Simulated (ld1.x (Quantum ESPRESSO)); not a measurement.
# Fe, ultrasoft: configuration errors across variants

- Element: Fe (Z = 26)
- Generator: ld1.x (Quantum ESPRESSO) 7.5
- Type: ultrasoft
- Functional: LDA (PZ)
- Relativity: scalar-relativistic
- Frozen core: [Ar]
- Valence charge: 8
- Reference configuration: 3d7 4s1 4p0
- Partial waves: 4s (bound): rcut 2.45, rcutus 3.05 bohr; 4s channel at 1.7 Ry: rcut 2.45, rcutus 3.05 bohr; 4p (bound, empty): rcut 3.05, rcutus 3.75 bohr; 4p channel at 0.75 Ry: rcut 3.05, rcutus 3.75 bohr; 3d (bound): rcut 1.75, rcutus 2.10 bohr; 3d channel at 3.5 Ry: rcut 1.75, rcutus 2.10 bohr
- Local potential: all-electron potential smoothed inside 1.90 bohr (lloc = -1)
- Core correction: a·sin(br)/r model core inside 1.90 bohr
- Augmentation charge: PSQ, inside the norm-conserving radii

All-electron excitation energies from the reference (eV): (1) 3d6 4s2 4p0 0.829; (2) 3d6 4s1 4p0 9.810; (3) 3d6 4s0 4p0 26.302; (4) 3d4 4s0 4p0 114.209; (5) 3d6.5 4s1.5 4p0 0.080; (6) 3d6 4s0 4p2 9.442; (7) 3d6 4s1 4p1 5.006; (8) 3d7 4s1 4p0 spin -2.153; (9) 3d6 4s2 4p0 spin -2.560.

Spin tests fill each open shell by Hund’s rule, majority spin first.

Tests that are not counted but printed errors over 1 eV. “waves 3d (bound): rcut 1.75, rcutus 3.20 bohr; 3d channel at 3.5 Ry: rcut 1.75, rcutus 3.20 bohr”: 3d6 4s2 4p0 (solver errors, printed error -550 eV); 3d6 4s1 4p0 (solver errors, printed error -518 eV); 1 more.

2 further variants failed, have other tests or another functional or relativity, and are left out.

Errors AE − PS in meV (a dash: test not solved or not reliable):

```tsv
change	(1)	(2)	(3)	(4)	(5)	(6)	(7)	(8)	(9)	bound ghosts
base	-115	-77	-44	-1379	-22	-89	-100	+1547	+3193	none
wave 4p channel at 0.75 Ry: rcut 3.05, rcutus 3.75 bohr becomes 4p channel at 0.7 Ry: rcut 3.05, rcutus 3.75 bohr	-115	-77	-44	-1379	-22	-90	-101	+1547	+3193	none
waves 3d (bound): rcut 1.75, rcutus 3.20 bohr; 3d channel at 3.5 Ry: rcut 1.75, rcutus 3.20 bohr	–	–	–	–	–	–	–	–	–	none
waves 4p (bound): rcut 2.86, rcutus 3.04 bohr; 4p channel at 0.75 Ry: rcut 2.86, rcutus 3.04 bohr	-115	-77	-44	-1379	-22	-43	-79	+1547	+3193	none
local potential all-electron potential smoothed inside 3.45 bohr (lloc = -1)	-158	-165	-235	-1589	-34	-181	-166	+1524	+3121	none
```

(1) Give the same row for: core correction a·sin(br)/r model core inside 2.42 bohr.

Answers

(1) -111, -69, -11, -1061, -21, -75, -93, +1757, +3604; bound ghosts: none.
